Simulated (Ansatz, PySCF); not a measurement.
Molecule: sum formula BNH$_{2}$F (charge 0, doublet). It need not be the lowest isomer of its formula. 
Geometry from a B3LYP-D3(BJ)/def2-TZVP (Ansatz, a program for electronic structure) optimisation:
```
B
F 1 1.3326
N 1 1.3995 2 122.39
H 3 1.0123 1 128.61 2 -113.05
H 1 1.1998 2 119.18 3 173.49
```
Charge 0, spin multiplicity 2.

Wanted: atomisation energy (electronic, to ground-state atoms), in kcal/mol. Correlated levels leave the core frozen unless marked. UHF or UKS for open shells. Spin-orbit coupling is left out. Non-relativistic. FCI takes restricted orbitals. The coupled-cluster limit lacks core correlation, which all-electron functionals hold. Basis-set limits of correlation are two-point, X^-3; Hartree-Fock from the larger set. The bracket is a focal-point correction in the basis named.

```
level                                                                 program  atomisation energy (kcal/mol)  minus last row
-------------------------------------------------------------  --------------  -----------------------------  --------------
HF/cc-pVQZ                                                             Ansatz                          318.1          -113.5
PBE-D3(BJ)/def2-TZVPD                                          Ansatz + dftd3                          449.8            18.2
BLYP-D3(BJ)/def2-TZVPD                                         Ansatz + dftd3                          443.4            11.8
TPSS-D4/def2-TZVPD                                              PySCF + dftd4                          440.8             9.2
PBE0/def2-SVP                                                          Ansatz                          439.9             8.3
PBE0-D3(BJ)/def2-TZVPD                                         Ansatz + dftd3                          436.6             5.0
wB97X-V/def2-TZVPD                                                     Ansatz                          435.6             4.0
B2GP-PLYP/def2-TZVPD                                                   Ansatz                          430.3            -1.3
PBE-QIDH/def2-TZVPD                                                    Ansatz                          428.6            -3.0
RPA@PBE/cc-pVQZ                                                        Ansatz                          405.2           -26.4
SCS-MP2/STO-3G                                                         Ansatz                          388.6           -43.0
SCS-MP2/6-31G                                                          Ansatz                          357.2           -74.4
CCSD(T)/cc-pVTZ                                                        Ansatz                          418.8           -12.8
FCI/STO-3G                                                             Ansatz                          393.9           -37.7
RI-MP2/CBS(aug-cc-pVTZ,aug-cc-pVQZ)+[CCSD(T)-MP2]/aug-cc-pVTZ          Ansatz                          431.6             0.0
```
